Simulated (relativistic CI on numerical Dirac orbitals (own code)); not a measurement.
**Ir²⁺: O2,3 absorption edge**

Computed with this model: Dirac-Coulomb-Breit CI, KLI orbitals optimised for each configuration, a model potential for QED, valence Slater integrals scaled by 0.9, multiplet model of core-to-valence dipole absorption; configurations [Xe] 4f14 5d7 → [Kr] 4d10 4f14 5s2 5p5 5d8; 300 K; Lorentzian 1.5 eV and Gaussian 0.3 eV FWHM. Energies are those of the free ion, without screening or charge transfer. The branching ratio is the share of the lower-energy edge in the whole absorption, uncertain by about 0.02 where the edges overlap. S is read from ⟨S²⟩ = S(S + 1).

Field parameters in Wybourne normalisation: Oh B⁴₀ = 21Dq, B⁴₄ = √(5/14) B⁴₀. The field is a parameter set, without covalency.

Computed curve for Oh, 10Dq = 33300 cm⁻¹, scaled to 100 at the maximum (points under 2 are left out and the grid is thinned):

```tsv
Energy (eV)	Intensity
43.25	2.1
43.75	2.4
44.25	2.7
44.75	3.1
45.25	3.7
45.75	4.4
46.25	5.4
46.75	6.8
47.50	10.6
48.00	15.2
48.50	24.0
49.00	37.4
49.50	44.0
50.00	49.3
50.50	63.3
51.00	84.0
51.50	100.0
52.00	91.9
52.50	87.8
53.00	87.3
53.50	91.3
54.00	85.6
54.50	66.1
55.25	46.2
55.75	35.6
56.25	31.7
56.75	30.2
57.25	23.6
57.75	18.6
58.25	16.2
58.75	16.4
59.25	16.3
59.75	12.9
60.25	10.3
60.75	9.5
61.25	9.8
61.75	9.8
62.50	11.1
63.00	15.2
63.50	21.3
64.00	23.2
64.50	22.7
65.00	22.5
65.50	29.9
66.00	49.6
66.50	65.1
67.00	47.0
67.50	28.5
68.00	20.0
68.50	16.8
69.00	16.2
69.50	15.5
70.25	10.4
70.75	8.4
71.25	7.2
71.75	5.3
72.25	3.8
72.75	2.9
73.25	2.4
73.75	2.0
```

The ground state has S = 0.57, and the centroid lies at 56.54 eV.
